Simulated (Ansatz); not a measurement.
## Interaction energy ladder

The pair of CH3Cl (SMILES CCl, atoms 1–5) and SbH3 (SMILES [SbH3], atoms 6–9), both closed shells, in one local arrangement (a lower one may exist), relaxed at PBE0-D4/def2-TZVP:

```
9
angstrom
C 0.1071 -0.0577 -1.6443
Cl 1.3706 1.1742 -1.4723
H 0.5371 -0.9301 -2.1309
H -0.6982 0.3536 -2.2483
H -0.2577 -0.3184 -0.6532
Sb -0.2070 0.0641 2.7479
H 0.0970 -1.4388 1.9925
H 0.6978 0.8903 1.5603
H -1.6467 0.2628 1.8483
```

Computed with Ansatz 0.2.0 (basis: def2-TZVPPD, with def2-QZVPPD for the basis limit); correlated methods freeze the cores. Filled d shells of the heavier atoms are correlated. Core potentials replace the inner electrons of the atoms past krypton. The def2 sets are not built for correlating such inner shells, so the correlated values are less sure here. B3LYP uses VWN-RPA correlation. Extrapolation: Hartree–Fock as exp(−7.88 √X), correlation as X^−2.97. Interaction energies count from these two fragments, frozen as in the pair, with the counterpoise correction; negative means bound.

Problem. What is the interaction energy by CCSD(T) at an estimated basis limit (MP2 extrapolated from triple and quadruple zeta, plus CCSD(T) − MP2 in triple zeta)? (An estimate is asked for; the value comes from the calculation.)

Solution. By the calculation: -1.31 kcal/mol. Hartree–Fock alone gives 0.98 kcal/mol at the basis limit, so without correlation the pair would not bind at this distance. It counts from the two fragments frozen as in the pair.

The same quantity by other methods in triple zeta, and each one's difference from that estimate:
```
   method  E_int (kcal/mol)  difference
   PBE-D4             -1.62       -0.31
revPBE-D4             -1.33       -0.02
  BLYP-D4             -1.19        0.12
r2SCAN-D4             -1.10        0.21
   B97M-V             -1.17        0.14
  PBE0-D4             -1.47       -0.16
 B3LYP-D4             -1.29        0.02
 HSE06-D4             -1.48       -0.17
  wB97X-V             -1.20        0.10
  wB97M-V             -1.22        0.09
   B2PLYP             -0.23        1.08
       HF              0.98        2.29
      MP2             -1.23        0.08
     CCSD             -0.71        0.60
  CCSD(T)             -1.02        0.29
```
Differences are method less estimate.

Problem. Which atoms make the shortest contact between the fragments?

Solution. H5 and H8, 2.70 Å apart.

Basis-set superposition shift (counterpoise-corrected less uncorrected): CCSD(T) 0.66; MP2 0.65; HF 0.04; PBE0-D4 0.04; wB97M-V 0.06 kcal/mol.

T1 diagnostic: at most 0.015.

For scale, one of the runs: CCSD(T)/def2-TZVPPD, 246 basis functions, launched by `ansatz run in.yaml --threads 4 --pin off --events-out ev --progress --plain --max-ram 9574MiB`. Time: 34 s of wall clock on 4 CPU threads of an Intel Xeon 6975P-C; the host was shared. Peak host memory: 5.6 GiB.
